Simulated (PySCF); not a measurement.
Zn(I)(Me) (CH3IZn), SMILES [CH3][Zn][I].

Geometry: PBE0-D3(BJ)/def2-SVP. The def2 effective core potentials stand for the cores of I; spin–orbit coupling is left out.

These are HF/def2-TZVPD in PySCF values and carry that method's errors.

The molecule is in vacuum.

The total energy is -2114.15405 hartree, the point group is C3v and the highest occupied level comes out as -9.96 eV. The lowest empty level is 1.11 eV, the orbital gap comes out as 11.07 eV and the dipole moment is 2.18 D. The quadrupole, principal values (traceless, Buckingham form, about the centre of nuclear charge) is -4.33, 2.16, 2.16 D·Å and the mean static polarisability is 70.7 bohr³ (10.47 Å³). The polarisability, principal values is 59.0, 59.0, 93.9 bohr³.
